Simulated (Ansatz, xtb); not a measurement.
## Ligand exchange: SiH3Cl + CH2BrF → SiH3F + CH2BrCl

Species: SiH3Cl (chlorosilane) `[SiH3]Cl`, singlet; CH2BrF (bromofluoromethane) `FCBr`, singlet; SiH3F `F[SiH3]`, singlet; CH2BrCl (bromochloromethane) `ClCBr`, singlet. The partners trade Cl for F: Si–Cl and C–F bonds give way to Si–F and C–Cl.

Shapes, held fixed at every level: PBE0-D4/def2-TZVP. Programs: Ansatz 0.2.0, xtb 6.7.1. The zero-point and thermal change to 298 K, harmonic and unscaled (PBE0-D4/def2-TZVP), is -1.2 kJ/mol.

Problem. Estimate ΔH(298 K) of this reaction.

Solution. The highest level, CCSD(T)/def2-TZVPP, gives ΔH(298 K) = -49.9 kJ/mol; the levels span -49.9 to +30.6. They disagree on the sign: 1 of 8 are positive. GFN0-xTB strays far from the other rows. The column of differences is taken from that level and isn't an error. No measured value is set beside it here. Relativity is left out for Br unless named. Correlated rows may include outer-core shells of Br, which these sets cover unevenly.

```csv
level,kind,ΔH(298 K) (kJ/mol),less CCSD(T)/def2-TZVPP
GFN0-xTB,semi-empirical,+30.6,+80.5
PBE-D4/def2-TZVPP,GGA,-38.0,+11.9
B3LYP-D4/def2-TZVPP,global hybrid,-45.0,+4.9
BHLYP-D4/def2-TZVPP,global hybrid,-45.8,+4.1
r2SCAN0-D4/def2-TZVPP,global hybrid,-41.5,+8.4
B2PLYP/def2-TZVPP,double hybrid,-48.9,+1.0
CCSD/def2-SVP,coupled cluster or CI,-31.0,+18.9
CCSD(T)/def2-TZVPP,coupled cluster or CI,-49.9,0.0
```
